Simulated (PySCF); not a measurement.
Xe⁴⁰⁺: ionisation energy

Xe⁴⁰⁺ [Ne] 3s2 3p2 [3p1/2^2, M_J = 0] → Xe⁴¹⁺ [Ne] 3s2 3p1 [3p1/2^1, M_J = 1/2], as a difference of total energies. Calculation: PySCF 2.14, in an even-tempered Gaussian basis (18 s from 8.5 bohr⁻², ratio 2.4; 14 p from 11 bohr⁻², ratio 2.4; 4 d from 39 bohr⁻², ratio 2.6; 4 f from 58 bohr⁻², ratio 2.6); the two-component X2C-1e Hamiltonian. Correlated levels: 1s2 frozen; the 54 highest virtual spinors dropped. "Screened" scales the spin-orbit matrix elements by Boettger's factors to mimic the two-electron term; Breit and QED terms are absent.

```json
{"method": "GHF (spin-free)", "ionisation energy (eV)": "2929.4"}
{"method": "GMP2 (spin-free)", "ionisation energy (eV)": "2930.1"}
{"method": "GHF (screened spin-orbit)", "ionisation energy (eV)": "2976.7"}
{"method": "GMP2 (screened spin-orbit)", "ionisation energy (eV)": "2978.6"}
```

Breit and QED terms and the two-electron picture change are absent.

The spin-free rows relax to the high-spin LS determinant and lack the spin-orbit shift.

The labels give the starting determinants; with spin-orbit coupling the two ends relaxed to ⟨J²⟩ = 0.00, ⟨L²⟩ = 1.34, ⟨S²⟩ = 1.34 and ⟨J²⟩ = 0.75, ⟨L²⟩ = 2.01, ⟨S²⟩ = 0.76.

For comparison: 2975 ± 4 eV (theoretical estimate listed by NIST; NIST Atomic Spectra Database, ionization energies).
